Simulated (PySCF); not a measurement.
A structure optimised at PBE-D3(BJ)/def2-SVP, used in a PySCF frequency run:

```xyz
11

Si     1.6101     0.2334    -0.1087
C     -0.2224     0.0876    -0.6253
C     -1.2207     0.8741     0.1916
C     -1.6240    -0.3195     0.6952
O     -0.7779    -1.1535    -0.0185
H      2.1409     1.5694    -0.5560
H      1.6855     0.1249     1.3859
H      2.4244    -0.8523    -0.7568
H     -0.3728     0.0675    -1.7269
H     -1.4644     1.9320     0.3234
H     -2.3293    -0.7340     1.4311
```

Problem. Write its SMILES and formula.

Solution. [SiH3][C@@H]1C=CO1, C3H6OSi

Problem. What are its rotational constants (standard atomic weights)?

Solution. 9.4812, 2.8729, 2.5456 GHz
